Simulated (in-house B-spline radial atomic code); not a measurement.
RPA and G0W0 for In II (In+), [Kr] 4d10 5s2, as one setting changes: the share of exact exchange in the PBE hybrid start. A dash marks a level of low quasi-particle weight. Computed with a B-spline radial code for spherical atoms: all electrons, scalar-relativistic (spin-free one-electron X2C), finite nucleus, each spin shell either full or empty, empty states to l = 9 with an (l + 1/2)⁻⁴ tail; G0W0 by contour deformation at full frequency.

```
share of exact exchange in the PBE hybrid start  mean-field level (eV)  G0W0 level (eV)  RPA correlation (Eh)
                                              0                -14.915       5s -19.166               -3.7961
                                            0.1                      ?                ?                     ?
                                            0.2                -15.566       5s -19.112               -3.7224
                                            0.3                -15.889       5s -19.080               -3.6876
                                            0.4                -16.211       5s -19.046               -3.6539
                                            0.5                -16.532       5s -19.010               -3.6214
                                            0.6                -16.851       5s -18.973               -3.5898
                                            0.7                      ?                ?                     ?
                                            0.8                -17.484       5s -18.897               -3.5295
                                            0.9                -17.799       5s -18.859               -3.5007
                                              1                -18.112       5s -18.821               -3.4726
```

(1) What belongs in the row for 0.1?

(2) What belongs in the row for 0.7?

Results:

(1) mean-field level (eV): -15.241; G0W0 level (eV): 5s -19.141; RPA correlation (Eh): -3.7585.

(2) mean-field level (eV): -17.168; G0W0 level (eV): 5s -18.935; RPA correlation (Eh): -3.5592.
